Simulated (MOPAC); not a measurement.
MOPAC input (PM3):

```
PM3 FORCE THERMO(298,298) PRECISE LET CHARGE=1 GEO-OK AUX(PRECISION=9) THREADS=1
H7N2O2Si

N    -0.66956334 1    1.55369690 1   -0.72923584 1
Si   -0.25748001 1    0.00630111 1   -0.06983815 1
N    -1.14611733 1   -0.54472835 1    1.31831386 1
O     0.64897360 1   -1.10497073 1   -0.92024317 1
O     1.41765321 1    0.14657726 1    0.52586170 1
H    -0.32993824 1    1.84380553 1   -1.61984203 1
H    -1.52264813 1    2.01160403 1   -0.49344496 1
H    -1.99887440 1   -0.09877011 1    1.57951755 1
H    -1.16640152 1   -1.51731037 1    1.53854126 1
H     0.65101108 1   -1.25339816 1   -1.85169964 1
H     2.01301775 1   -0.50072422 1    0.09606392 1
H     1.73393592 1    0.39828382 1    1.39401356 1
```

From the output:

```
     H   12   0.011381   0.011322   0.013737   0.039394   0.966228   8.530093

          HEAT OF FORMATION =     -40.166197 KCALS/MOLE

          ZERO POINT ENERGY      59.751 KCAL/MOL

           NORMAL COORDINATE ANALYSIS (Total motion = 1 Angstrom)

   Root No.       1         2         3         4         5         6         7         8

                 1 A       2 A       3 A       4 A       5 A       6 A       7 A       8 A

                 140.2     201.7     214.3     225.0     230.7     260.1     283.3     392.3

           1   -0.0053    0.0045    0.0355    0.0133    0.0180    0.0051   -0.0029   -0.0151
           2    0.0218    0.0716    0.0010   -0.0370   -0.0055   -0.0039   -0.0008   -0.0012
           3   -0.0734    0.0225    0.0026    0.0185   -0.0533   -0.0068   -0.0099   -0.0252
           4   -0.0007    0.0055    0.0282    0.0116    0.0231    0.0072   -0.0021    0.0059
           5   -0.0015   -0.0234    0.0075    0.0260   -0.0035    0.0059    0.0024    0.0056
           6    0.0033   -0.0141   -0.0030   -0.0296    0.0444    0.0117    0.0012   -0.0041
           7    0.0117   -0.0669   -0.0254    0.0069   -0.0227    0.0039   -0.0029   -0.0029
           8   -0.0122    0.0121    0.0374    0.0280    0.0218    0.0087    0.0042   -0.0029
           9    0.0648    0.0125    0.0192    0.0337   -0.0301   -0.0229   -0.0042    0.0177
          10    0.0737    0.0168   -0.0207   -0.0318   -0.0049   -0.0112   -0.0009   -0.0226
          11    0.0453   -0.0152   -0.0246    0.0048   -0.0377   -0.0112    0.0038   -0.0141
          12    0.0009   -0.0044   -0.0091    0.0072   -0.0088    0.0040    0.0016   -0.0174
          13   -0.0717    0.0362   -0.0311    0.0043   -0.0224    0.0028   -0.0050    0.0187
          14   -0.0462   -0.0250   -0.0258   -0.0264    0.0251    0.0071   -0.0051    0.0041
          15    0.0045   -0.0011   -0.0092   -0.0020    0.0192    0.0128    0.0003    0.0094
          16   -0.0165   -0.0526    0.0168    0.0537    0.0195    0.0203    0.0079    0.0618
          17    0.0188    0.1041   -0.0136   -0.0468    0.0275   -0.0602   -0.0308   -0.0097
          18   -0.1172    0.0049   -0.1208    0.0900    0.1044   -0.2177   -0.1143    0.1698
          19    0.0115    0.0726    0.0089   -0.0283    0.0166   -0.0056   -0.0061    0.0397
          20    0.0121    0.1021   -0.0126   -0.0405    0.0307   -0.0750   -0.0385   -0.0259
          21    0.0018    0.0732   -0.0130   -0.0665   -0.1823    0.2202    0.1157    0.1966
          22    0.0206   -0.0970   -0.0925    0.0248   -0.0248   -0.0117    0.0530    0.0030
          23   -0.0053   -0.0274    0.0171    0.0021   -0.0051    0.0118   -0.0211    0.0261
          24    0.0570    0.0955   -0.0535    0.1722    0.0689   -0.0692    0.2189   -0.0841
          25    0.0100   -0.0405   -0.0635    0.0351    0.0177   -0.0105    0.0638    0.0137
          26   -0.0281    0.0574    0.0918   -0.0055    0.0528    0.0252   -0.0422    0.0340
          27    0.0726   -0.0816    0.1263   -0.0476   -0.1635    0.0185   -0.2016   -0.0467
          28    0.1100   -0.0337    0.0381   -0.1422   -0.0262   -0.1075    0.0540    0.1216
          29    0.0300   -0.0514    0.0570   -0.0311   -0.0529   -0.0706    0.0379    0.1061
          30   -0.0028   -0.0606    0.0991   -0.0698   -0.0323   -0.0932    0.0569    0.1608
          31    0.0084    0.0771   -0.1234    0.0176   -0.0292    0.0486   -0.0547    0.0010
          32    0.0091    0.0046   -0.0911   -0.0138    0.0147    0.0381   -0.0399   -0.0094
          33   -0.0046    0.0010   -0.0045    0.0141   -0.0275   -0.0007    0.0089   -0.0087
          34   -0.2442   -0.0524    0.1113   -0.1269   -0.1199   -0.1256    0.1146   -0.0923
          35   -0.1145   -0.0614    0.0077   -0.1233    0.0037   -0.0365    0.0400   -0.0610
          36   -0.0650   -0.0372    0.0368   -0.0760   -0.0112   -0.0353    0.0471   -0.0438

   Root No.       9        10        11        12        13        14        15        16

                 9 A      10 A      11 A      12 A      13 A      14 A      15 A      16 A

                 399.8     504.5     548.3     580.8     761.1     786.6     834.6     855.7

           1   -0.0133    0.0303   -0.0108    0.0070   -0.0192    0.0826    0.0200   -0.0221
           2   -0.0010   -0.0021    0.0003    0.0005    0.0002    0.0043   -0.0381   -0.0240
           3   -0.0309   -0.0045   -0.0091    0.0032    0.0061   -0.0070   -0.0045    0.0043
           4    0.0085    0.0223   -0.0029    0.0007   -0.0026   -0.0009   -0.0031    0.0057
           5    0.0017   -0.0298   -0.0012    0.0129    0.0055   -0.0002   -0.0000   -0.0119
           6   -0.0023   -0.0283    0.0037    0.0135   -0.0732   -0.0183    0.0030   -0.0099
           7   -0.0020   -0.0099    0.0190   -0.0057    0.0053   -0.0319   -0.0173    0.0379
           8    0.0049   -0.0178    0.0337   -0.0041    0.0204   -0.0618    0.0206    0.0146
           9    0.0080   -0.0018   -0.0343    0.0278    0.0125   -0.0070    0.0018    0.0099
          10    0.0153   -0.0158   -0.0084   -0.0153    0.0521   -0.0452   -0.0058   -0.0219
          11    0.0065    0.0006   -0.0104    0.0005   -0.0724    0.0548    0.0057    0.0148
          12    0.0162    0.0910   -0.0138   -0.0171   -0.0030   -0.0210   -0.0062    0.0084
          13   -0.0196   -0.0436   -0.0049   -0.0129   -0.0341   -0.0105   -0.0008   -0.0031
          14   -0.0096    0.0487   -0.0219   -0.0419    0.0270    0.0071   -0.0028    0.0054
          15   -0.0082   -0.0506    0.0075   -0.0165    0.1110    0.0612    0.0020    0.0085
          16    0.0512    0.0218    0.0032    0.0268   -0.0220    0.1207   -0.1988   -0.1524
          17    0.0041    0.0071    0.0078   -0.0165   -0.0053   -0.0132    0.1026    0.0515
          18    0.1893    0.0151    0.0697   -0.0174   -0.0316    0.0314   -0.0124   -0.0427
          19    0.0496    0.0620    0.0156   -0.0277   -0.0380    0.0670    0.2459    0.0954
          20   -0.0109    0.0045    0.0020   -0.0116    0.0002   -0.0121    0.0992    0.0554
          21    0.1578    0.0473    0.0499   -0.0380   -0.0422    0.0178    0.0488   -0.0020
          22   -0.0196   -0.0365   -0.0310    0.0311    0.0540   -0.0469    0.1442   -0.1107
          23    0.0051   -0.0461   -0.0510    0.0579    0.0678   -0.0763    0.1221   -0.0650
          24   -0.0321    0.0494    0.1910   -0.1339   -0.0678    0.0196   -0.0351   -0.0171
          25   -0.0060   -0.0093   -0.0493    0.0467    0.0294   -0.0406   -0.0054    0.0466
          26    0.0318    0.0043   -0.0329    0.0527    0.0059   -0.0657   -0.1594    0.2122
          27    0.0136   -0.0074    0.2049   -0.1560   -0.0628    0.0240    0.0127   -0.0753
          28   -0.1238   -0.0554    0.0822    0.0074   -0.0705    0.1370   -0.0391    0.1614
          29   -0.1030    0.0797   -0.0072   -0.0041    0.0140   -0.0840    0.0255   -0.1088
          30   -0.1489    0.1636    0.0191   -0.0151    0.0501   -0.1154    0.0049   -0.0690
          31   -0.0610    0.1268    0.1585    0.2601    0.0466   -0.0072    0.0077   -0.0121
          32   -0.0379    0.1753    0.0918    0.1532    0.0600   -0.0013    0.0025   -0.0023
          33    0.0168    0.0003    0.0147    0.0155    0.0586   -0.0004   -0.0047    0.0128
          34    0.1518   -0.0699    0.0003    0.0652   -0.0186   -0.0250   -0.0021   -0.0086
          35    0.0585    0.0989    0.0657    0.1153    0.1392    0.0750    0.0069    0.0003
          36    0.0595   -0.0332    0.0486    0.0723    0.1621    0.0887    0.0063    0.0050

   Root No.      17        18        19        20        21        22        23        24

                17 A      18 A      19 A      20 A      21 A      22 A      23 A      24 A

                 898.3    1002.4    1007.7    1124.2    1638.6    1648.2    1823.6    3430.8

           1    0.0000   -0.0309   -0.0926    0.0159   -0.0303    0.0242   -0.0004    0.0001
           2    0.0152    0.0083   -0.0088   -0.0066   -0.0007   -0.0002    0.0002   -0.0006
           3    0.0016    0.0036    0.0092   -0.0008    0.0077   -0.0057    0.0001   -0.0001
           4   -0.0008    0.0267    0.0851   -0.0247    0.0008   -0.0002    0.0020   -0.0003
           5   -0.0125   -0.0372    0.0480    0.0463    0.0004    0.0009   -0.0031    0.0001
           6   -0.0069   -0.0013   -0.0034   -0.0018    0.0001   -0.0014    0.0024   -0.0000
           7   -0.0106    0.0031   -0.0509   -0.0036   -0.0113   -0.0129    0.0000   -0.0477
           8    0.0365    0.0259   -0.0719   -0.0183   -0.0211   -0.0264    0.0002    0.0250
           9    0.0048    0.0041   -0.0114   -0.0004   -0.0083   -0.0093    0.0002   -0.0029
          10   -0.0102   -0.0200   -0.0104    0.0183   -0.0001   -0.0002    0.0001   -0.0001
          11   -0.0130    0.0400   -0.0019   -0.0392    0.0000    0.0001    0.0021   -0.0001
          12    0.0269   -0.0048    0.0053    0.0380    0.0001    0.0002   -0.0125    0.0000
          13   -0.0021    0.0143   -0.0061    0.0231    0.0000    0.0006    0.0204    0.0000
          14    0.0068   -0.0168    0.0025   -0.0234   -0.0001   -0.0005   -0.0105   -0.0001
          15   -0.0116    0.0104    0.0021   -0.0257    0.0001   -0.0006   -0.0305   -0.0000
          16    0.0771    0.0090   -0.1600   -0.0152    0.2059   -0.1682    0.0052    0.0035
          17   -0.0343   -0.0194    0.0269    0.0145   -0.1389    0.1122   -0.0034    0.0046
          18    0.0045   -0.0034   -0.0444    0.0025   -0.0652    0.0511   -0.0027   -0.0010
          19   -0.0793   -0.0831   -0.0597    0.0550    0.2081   -0.1646    0.0024   -0.0030
          20   -0.0337   -0.0220    0.0229    0.0171    0.1448   -0.1155    0.0032    0.0052
          21   -0.0151   -0.0178   -0.0317    0.0125   -0.0568    0.0442   -0.0062    0.0015
          22    0.1375    0.0609    0.0038   -0.0419    0.1761    0.2137   -0.0033    0.2225
          23    0.1348    0.0637   -0.0493   -0.0415    0.0918    0.1101   -0.0009   -0.3888
          24   -0.0507   -0.0198    0.0290    0.0088    0.0697    0.0829   -0.0053   -0.1005
          25    0.0031    0.0094   -0.0590   -0.0070   -0.0292   -0.0335    0.0008    0.4479
          26   -0.1164   -0.0309   -0.1758    0.0112    0.1966    0.2458   -0.0052    0.0378
          27   -0.0002   -0.0005    0.0520    0.0020    0.0601    0.0687   -0.0024    0.1416
          28    0.2380   -0.0722    0.1041    0.0987   -0.0012    0.0025   -0.0133    0.0003
          29   -0.1824    0.0592   -0.0684   -0.0935   -0.0005   -0.0023    0.0157   -0.0002
          30   -0.0802    0.0004   -0.0331    0.0010   -0.0008   -0.0018    0.0006   -0.0001
          31   -0.0157   -0.0536    0.0325   -0.0661   -0.0023   -0.0030   -0.1451   -0.0010
          32    0.0015   -0.0744    0.0298   -0.0824   -0.0021   -0.0013   -0.0338    0.0015
          33    0.0336   -0.2094    0.0371   -0.2139   -0.0026    0.0055    0.5374   -0.0001
          34    0.0042   -0.1377    0.0226   -0.1647   -0.0017   -0.0039   -0.2225    0.0001
          35   -0.0407    0.2166   -0.0112    0.2248   -0.0008    0.0030    0.2407   -0.0001
          36   -0.0320    0.0907    0.0004    0.0583   -0.0009    0.0008    0.0890   -0.0002

   Root No.      25        26        27        28        29        30

                25 A      26 A      27 A      28 A      29 A      30 A

                3440.4    3548.6    3555.3    3604.5    3903.6    3951.1

           1    0.0004   -0.0007   -0.0305   -0.0009   -0.0002   -0.0002
           2   -0.0541   -0.0001   -0.0008   -0.0003   -0.0000    0.0001
           3   -0.0017    0.0003    0.0118    0.0003    0.0001    0.0000
           4    0.0000   -0.0002   -0.0004    0.0004    0.0003   -0.0002
           5   -0.0003   -0.0004    0.0000   -0.0006   -0.0002   -0.0005
           6   -0.0000   -0.0001    0.0001   -0.0010   -0.0009    0.0005
           7    0.0007   -0.0124    0.0003    0.0006    0.0001    0.0001
```

The dipole moment of an ion depends on the origin.
